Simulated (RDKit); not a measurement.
RDKit input (MMFF94):

```python
from rdkit import Chem
from rdkit.Chem import AllChem, rdDetermineBonds

mol = Chem.MolFromXYZFile('mol.xyz')
rdDetermineBonds.DetermineBonds(mol, charge=0)
print('SMILES', Chem.MolToSmiles(Chem.RemoveHs(mol)))
ff = AllChem.MMFFGetMoleculeForceField(mol, AllChem.MMFFGetMoleculeProperties(mol))
e0 = ff.CalcEnergy()
flag = ff.Minimize(maxIts=5000, forceTol=1e-5)
print(f'energy {e0:.4f} -> {ff.CalcEnergy():.4f} kcal/mol, converged: {flag == 0}')
print(Chem.MolToXYZBlock(mol))
```
mol.xyz:
```
6

C     -1.82422400    -0.00727500    -0.06648000
C     -0.54561500     0.31879700    -0.02996500
C      0.69460200    -0.03732300     0.02657300
O      1.85279800    -0.16939700     0.07307400
H     -2.60217500     0.74973500    -0.11870600
H     -2.16878700    -1.03975800    -0.04665000
```

Output:

```
SMILES C=C=C=O
energy 26.0425 -> 7.8202 kcal/mol, converged: True
6

C     -1.826556   -0.006961   -0.066676
C     -0.527734   -0.036230   -0.018138
C      0.672829   -0.063284    0.026729
O      1.847564   -0.089757    0.070630
H     -2.357719    0.937280   -0.115042
H     -2.401784   -0.926269   -0.059657
```

The geometry given is a B3LYP-D3(BJ)/def2-TZVP minimum.
